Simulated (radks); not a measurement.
Valence configurations of Pt I (all share [Xe]). Method: scalar-relativistic Kohn-Sham, r2SCAN, spin-polarised, spherical densities, finite nucleus; open shells are filled with parallel spins first (spin-orbit coupling, left out, can overturn this in heavy ions); meta-GGA in the generalised Kohn-Sham scheme; Fermi nuclear charge, rms radius 5.427 fm; computed with a radial shooting solver on a logarithmic mesh with Libxc functionals. Order these by energy: 4f14 5d9 6s1; 4f13 5d9 6s2; 4f14 5d8.5 6s1.5; 4f14 5d10; 4f13 5d9 6s1 6p1; 4f14 5d8 6s2; 4f14 5d7.5 6s1.5 6p1; 4f14 5d8 6s1 6p1; 4f14 5d9 6s0.5 6p0.5; 4f14 5d9 6p1.

Answer. From the lowest, in eV above it: 4f14 5d9 6s1 0.000; 4f14 5d10 0.461; 4f14 5d8.5 6s1.5 0.498; 4f14 5d8 6s2 1.030; 4f14 5d9 6s0.5 6p0.5 2.742; 4f14 5d9 6p1 5.435; 4f14 5d8 6s1 6p1 5.468; 4f14 5d7.5 6s1.5 6p1 6.831; 4f13 5d9 6s2 71.687; 4f13 5d9 6s1 6p1 76.472. NIST lists [Xe] 4f14 5d9 6s1 as the ground configuration; this level of theory agrees among the configurations tried. The energies are those of spherical high-spin densities, not of single terms.
